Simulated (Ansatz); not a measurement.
Consider the ligand exchange at a Ga–O bond: `C[O][Ga]([OH])[Cl]` + silanol → `[OH][Ga]([Cl])[O][SiH3]` + CH₃OH.

Gas-phase electronic energies from Ansatz, PBE0-D4/def2-TZVP geometries. CBS: MP2 limit from def2 TZ/QZ plus the TZ coupled-cluster correction, frozen cores. This one scheme is used for every species. DFT in def2-TZVPP. B3LYP here is the variant with VWN-RPA as its local correlation; programs differ in this. For Ga outer-core shells are correlated without core-valence functions, which leaves a few kJ/mol of doubt a bond. Scalar relativity is left out up to krypton. Each species was taken in one conformer, which may not be the lowest.

| level | ΔE (kJ/mol) |
| --- | --- |
| PBE0-D4 | -16.7 |
| B3LYP-D4 | -16.6 |
| MP2/def2-TZVPP | -16.9 |
| MP2/CBS(def2) | -16.2 |

Problem. What does CCSD(T)/CBS give? (Best estimate.)

Solution. Computed: -17.2 kJ/mol. The listed levels differ from it by 0.5, 0.6, 0.3, 1.0 kJ/mol.

Largest T1 diagnostic among the species: 0.013.

From PBE to PBE0 (25 % exact exchange), in def2-TZVPP and without D4, ΔE moves by −4.2 kJ/mol. In def2-TZVPP, CCSD(T) changes the Hartree–Fock value by +7.2 kJ/mol (the triples alone add +1.3 kJ/mol) and MP2 by +8.2 kJ/mol.
